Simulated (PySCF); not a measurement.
Coordinates in bohr (charge 0 multiplicity 1):
```
Ir    0.0000    0.0000   -0.0260
H     2.3534    0.0000    1.6600
H    -1.1767    2.0382    1.6600
H    -1.1767   -2.0381    1.6600
```

Method: PySCF, PBE0, basis Ir def2-TZVP with ECP60, H def2-TZVP (scalar-relativistic core potentials, no spin–orbit coupling, density fitting).

This geometry of IrH₃ is a stationary point at this level.

Q: What is the point group?

A: C3v.

Q: Is it a minimum?

A: Yes: all harmonic wavenumbers are real.

Q: Which band is strongest in the infrared?

A: 2430 cm⁻¹ (e), 70 km/mol.

Q: Give the atomic charges and bond orders.

A: 
```csv
atom,Mulliken,Löwdin,polar tensor,Mayer order to Ir1
Ir1,-0.08,0.00,0.38,–
"H2,3,4",0.03,0.00,-0.13,1.00
```

Q: Give the ideal-gas entropy at 298.15 K and 1 bar by parts.

A: translation 174.7, rotation 58.7, vibration 3.2, spin 0.0; total 236.5 J/(mol K).

Stability towards spin polarisation was not tested. Only a few start shapes were tried, so a lower isomer may exist. No spin–orbit coupling is included, which matters more the heavier the element.
